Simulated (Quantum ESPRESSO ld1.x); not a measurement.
Mn2+, 23 electrons, occupied as [Ar] 3d5. All-electron calculation, scalar-relativistic Kohn-Sham, Slater X-alpha with alpha = 1, spin-unpolarised, spherical densities, point nucleus. Program: ld1.x of Quantum ESPRESSO 7.5.

Unscreened Slater integrals over Kohn-Sham orbitals (cm^-1). Empty in this configuration: 4s.

| integral | value |
|---|---|
| F0(3d,3d) | 191910 |
| F2(3d,3d) | 89058 |
| F4(3d,3d) | 55455 |
| F0(3d,3p) | 206400 |
| F2(3d,3p) | 97782 |
| G1(3d,3p) | 121330 |
| G3(3d,3p) | 73524 |
| F0(3d,3s) | 210880 |
| G2(3d,3s) | 92144 |
| F0(3d,2p) | 267790 |
| F2(3d,2p) | 49920 |
| G1(3d,2p) | 36460 |
| G3(3d,2p) | 20687 |
| F0(3d,4s) | 101020 |
| G2(3d,4s) | 12946 |
| F0(3p,3p) | 224740 |
| F2(3p,3p) | 112590 |
| F0(3p,3s) | 229930 |
| G1(3p,3s) | 152530 |
| F0(3p,2p) | 305580 |
| F2(3p,2p) | 60248 |
| G0(3p,2p) | 23386 |
| G2(3p,2p) | 24481 |
| F0(3p,4s) | 103240 |
| G1(3p,4s) | 7478.0 |
| F0(3s,3s) | 235600 |
| F0(3s,2p) | 313690 |
| G1(3s,2p) | 25555 |
| F0(3s,4s) | 103760 |
| G0(3s,4s) | 5378.6 |
| F0(2p,2p) | 821950 |
| F2(2p,2p) | 386930 |
| F0(2p,4s) | 112090 |
| G1(2p,4s) | 2856.1 |
| F0(4s,4s) | 80975 |

Derived for the open shells (J is the average intra-shell exchange parameter used in DFT+U). 3d: Racah B = F2/49 - 5 F4/441 = 1189 cm^-1, C = 35 F4/441 = 4401 cm^-1, C/B = 3.70, F4/F2 = 0.623, J = (F2 + F4)/14 = 10320 cm^-1.
